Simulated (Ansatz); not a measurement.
Born–Oppenheimer molecular dynamics of C₂H₁₁NSi (15 atoms, charge 0, multiplicity 1). It starts from a rough guess of a transition structure, not a stationary point.

Method: Ansatz 0.2.0, UKS PBE0-D4/STO-3G.

```json
{
  "ensemble": "NVE (velocity Verlet)",
  "time step": "0.5 fs",
  "steps asked": "150",
  "starting velocities drawn for": "1000 K",
  "seed": "501523"
}
```

Frames 5 fs apart, positions in Å.

Velocities at 0.0 fs (Å/ps):

```
Si -0.48 5.60 -3.17
N -4.01 1.00 2.84
C 1.18 -1.44 10.06
H 35.06 -29.42 -16.70
H 52.70 -28.47 13.21
H -19.18 -18.81 -23.58
H -25.15 16.10 22.50
C 9.87 -6.44 1.64
H -10.23 7.60 -33.50
H 10.59 -8.81 -65.76
H -8.98 -18.63 0.27
H -35.60 -2.00 -14.57
H 25.13 -0.55 0.97
H -25.14 -44.95 -9.48
H -61.74 52.15 36.02
```

```xyz
15
Properties=species:S:1:pos:R:3 time_fs=0.0 energy_less_start_eV=0.000 T=1000
Si -0.920 -0.031 1.072
N -0.134 -0.586 -0.824
C -0.357 0.123 -2.064
H -1.533 1.099 0.384
H -1.414 -1.401 1.159
H -1.107 0.388 2.494
H 0.794 -0.166 0.045
C 1.226 0.228 1.317
H -0.029 -1.579 -0.995
H -1.106 -0.377 -2.690
H -0.724 1.126 -1.835
H 0.563 0.224 -2.656
H 1.362 -0.447 2.155
H 1.214 1.246 1.691
H 2.165 0.153 0.747
15
Properties=species:S:1:pos:R:3 time_fs=5.0 energy_less_start_eV=0.381 T=775
Si -0.914 -0.011 1.059
N -0.140 -0.578 -0.784
C -0.364 0.115 -2.040
H -1.461 1.024 0.254
H -1.192 -1.458 1.198
H -1.178 0.331 2.394
H 0.520 -0.251 -0.208
C 1.234 0.188 1.344
H -0.049 -1.601 -1.119
H -1.003 -0.368 -2.841
H -0.799 1.121 -1.831
H 0.504 0.252 -2.738
H 1.498 -0.472 2.180
H 1.083 1.224 1.754
H 2.181 0.375 0.681
15
Properties=species:S:1:pos:R:3 time_fs=10.0 energy_less_start_eV=-0.464 T=1277
Si -0.884 -0.005 1.054
N -0.183 -0.613 -0.794
C -0.372 0.140 -2.068
H -1.549 1.029 0.149
H -1.112 -1.396 1.164
H -1.286 0.436 2.447
H 0.985 -0.263 -0.426
C 1.193 0.186 1.384
H 0.017 -1.617 -1.001
H -1.052 -0.455 -2.700
H -0.849 1.088 -1.855
H 0.569 0.347 -2.588
H 1.637 -0.483 2.149
H 1.094 1.137 1.908
H 1.979 0.377 0.615
15
Properties=species:S:1:pos:R:3 time_fs=15.0 energy_less_start_eV=-0.819 T=1494
Si -0.831 0.007 1.062
N -0.147 -0.635 -0.811
C -0.390 0.158 -2.110
H -1.595 0.874 0.267
H -1.239 -1.424 1.143
H -1.351 0.538 2.304
H 0.757 -0.517 -0.856
C 1.103 0.210 1.453
H -0.030 -1.699 -0.948
H -1.100 -0.498 -2.644
H -0.935 1.108 -1.830
H 0.641 0.419 -2.467
H 1.664 -0.555 1.998
H 1.278 1.119 2.101
H 1.667 0.322 0.467
15
Properties=species:S:1:pos:R:3 time_fs=20.0 energy_less_start_eV=-1.231 T=1732
Si -0.770 0.010 1.091
N -0.101 -0.666 -0.851
C -0.428 0.163 -2.124
H -1.656 0.823 0.211
H -1.383 -1.288 1.143
H -1.397 0.593 2.260
H 1.136 -0.666 -1.041
C 1.003 0.248 1.514
H -0.446 -1.702 -1.045
H -1.033 -0.434 -2.873
H -0.966 1.036 -1.811
H 0.509 0.431 -2.576
H 1.494 -0.719 1.818
H 1.393 1.059 2.124
H 1.414 0.380 0.512
15
Properties=species:S:1:pos:R:3 time_fs=25.0 energy_less_start_eV=-0.906 T=1542
Si -0.741 0.024 1.131
N -0.008 -0.705 -0.934
C -0.469 0.145 -2.134
H -1.497 0.771 0.122
H -1.429 -1.236 1.152
H -1.407 0.591 2.354
H 0.876 -1.016 -0.972
C 0.938 0.263 1.548
H -0.662 -1.496 -1.120
H -0.963 -0.326 -2.994
H -1.071 1.042 -1.776
H 0.398 0.531 -2.771
H 1.222 -0.755 1.701
H 1.384 1.008 2.245
H 1.377 0.587 0.538
15
Properties=species:S:1:pos:R:3 time_fs=30.0 energy_less_start_eV=-1.289 T=1768
Si -0.766 0.052 1.180
N 0.036 -0.730 -1.040
C -0.467 0.151 -2.165
H -1.241 0.818 0.110
H -1.303 -1.322 1.153
H -1.375 0.529 2.349
H 0.981 -1.504 -1.116
C 0.944 0.284 1.544
H -0.834 -1.474 -1.006
H -1.098 -0.421 -2.931
H -1.120 0.895 -1.755
H 0.298 0.686 -2.679
H 1.254 -0.790 1.723
H 1.174 0.850 2.453
H 1.462 0.677 0.687
15
Properties=species:S:1:pos:R:3 time_fs=35.0 energy_less_start_eV=-1.597 T=1949
Si -0.817 0.076 1.228
N 0.072 -0.796 -1.129
C -0.456 0.135 -2.213
H -1.162 1.019 0.109
H -1.063 -1.323 1.126
H -1.496 0.557 2.462
H 0.617 -1.472 -1.585
C 0.997 0.278 1.556
H -0.702 -1.365 -0.877
H -1.110 -0.467 -2.832
H -1.206 0.775 -1.622
H 0.346 0.858 -2.617
H 1.490 -0.650 1.734
H 0.917 0.675 2.595
H 1.716 0.833 0.827
15
Properties=species:S:1:pos:R:3 time_fs=40.0 energy_less_start_eV=-0.946 T=1566
Si -0.865 0.110 1.273
N 0.119 -0.844 -1.232
C -0.463 0.126 -2.218
H -1.204 1.049 0.310
H -0.975 -1.339 1.067
H -1.590 0.532 2.440
H 0.491 -1.555 -2.116
C 1.063 0.275 1.597
H -0.821 -1.365 -0.707
H -1.018 -0.431 -3.067
H -1.156 0.660 -1.638
H 0.263 0.767 -2.614
H 1.705 -0.660 1.689
H 0.944 0.681 2.605
H 1.700 0.983 1.096
15
Properties=species:S:1:pos:R:3 time_fs=45.0 energy_less_start_eV=-1.278 T=1761
Si -0.886 0.138 1.323
N 0.176 -0.922 -1.361
C -0.503 0.102 -2.224
H -1.393 1.104 0.312
H -1.107 -1.238 1.009
H -1.681 0.459 2.474
H 0.255 -1.631 -2.066
C 1.105 0.269 1.671
H -0.589 -1.305 -0.960
H -0.879 -0.245 -3.194
H -1.269 0.781 -1.693
H 0.340 0.767 -2.680
H 1.697 -0.617 1.572
H 1.195 0.665 2.715
H 1.544 1.240 1.189
15
Properties=species:S:1:pos:R:3 time_fs=50.0 energy_less_start_eV=-1.167 T=1697
Si -0.884 0.170 1.375
N 0.235 -0.989 -1.503
C -0.518 0.125 -2.264
H -1.483 1.022 0.368
H -1.351 -1.146 0.928
H -1.722 0.380 2.592
H 0.302 -1.938 -2.182
C 1.096 0.321 1.760
H -0.724 -1.467 -0.867
H -0.948 -0.196 -3.260
H -1.241 0.740 -1.817
H 0.274 0.767 -2.509
H 1.677 -0.606 1.383
H 1.395 0.441 2.824
H 1.366 1.144 1.136
15
Properties=species:S:1:pos:R:3 time_fs=55.0 energy_less_start_eV=-0.977 T=1586
Si -0.876 0.195 1.440
N 0.233 -1.090 -1.620
C -0.503 0.129 -2.344
H -1.430 1.034 0.445
H -1.466 -1.031 0.907
H -1.611 0.326 2.617
H 0.374 -1.849 -2.289
C 1.046 0.347 1.834
H -0.358 -1.403 -0.987
H -1.026 -0.196 -3.244
H -1.329 0.631 -1.668
H 0.319 0.962 -2.439
H 1.459 -0.423 1.211
H 1.484 0.266 2.832
H 1.342 1.177 1.089
```

Of the whole run (75 fs, mean temperature of the second half 1753 K): The conserved energy stayed within 1.4 meV per atom of its start (net change -0.14 meV per atom), so the integration is sound. The system heated up, since it started high on the potential surface and ran downhill. A run of 0.075 ps of so small a system gives no equilibrium averages. The orbitals stay closed-shell, which can raise the energy where a bond breaks towards radicals; this wasn't checked here. Limits of this set-up: minimal basis.

Run time: 9.4 min on 1 thread of Arm Neoverse V1, on a shared host, peak memory 0.13 GiB.
